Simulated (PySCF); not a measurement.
The PySCF input:
```python
from pyscf import gto, scf, cc

mol = gto.M(
    atom='''
S    -0.00036152   -0.00213359    0.10390253
H    -0.03847239    1.00861520   -0.81100328
H     0.04425671   -0.97447779   -0.85143727
''',
    basis='sto-3g',
    charge=1,
    spin=1,
    verbose=3,
)

mf = scf.UHF(mol)
mf.kernel()

mycc = cc.CCSD(mf)
mycc.kernel()
et = mycc.ccsd_t()
print('E(CCSD(T)) = %.10f' % (mycc.e_tot + et))
```

**Question.** Give the SCF-reference <S^2> at the level PySCF with CCSD(T)/STO-3G.

**Answer.** 0.758

**Question.** Estimate the total energy that CCSD(T)/STO-3G returns for this input.

**Answer.** -394.106530 Ha

These values belong to the state on which the SCF converged, which isn't shown to be the lowest.
